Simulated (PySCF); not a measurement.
Ti(F)4 cation (F4Ti), SMILES [F][Ti]([F])([F])[F] (connectivity only; charge and spin as stated), charge +1, multiplicity 2. Atoms are numbered in the order given.

```xyz
5

Ti     0.0000     0.0000     0.1914
F     -1.0177     0.0000    -1.3538
F      0.0000     1.4070     1.1198
F      0.0000    -1.4070     1.1198
F      1.0177     0.0000    -1.3538
```
Charge +1, spin multiplicity 2.

Coordinates come from a TPSSh-D3(BJ)/def2-SVP optimisation. The spin state was assumed, not searched. The isomer is the one that the SMILES or the coordinates give; other isomers of the formula were not compared.

Method: PySCF with M06-2X/def2-TZVP.

Atomic charges (e):

| atom | meta-Löwdin | Löwdin | Mulliken spin |
|---|---|---|---|
| Ti1 | 1.95 | 0.94 | -0.10 |
| F2 | -0.16 | 0.06 | 0.55 |
| F3 | -0.32 | -0.03 | 0.00 |
| F4 | -0.32 | -0.03 | 0.00 |
| F5 | -0.16 | 0.06 | 0.55 |
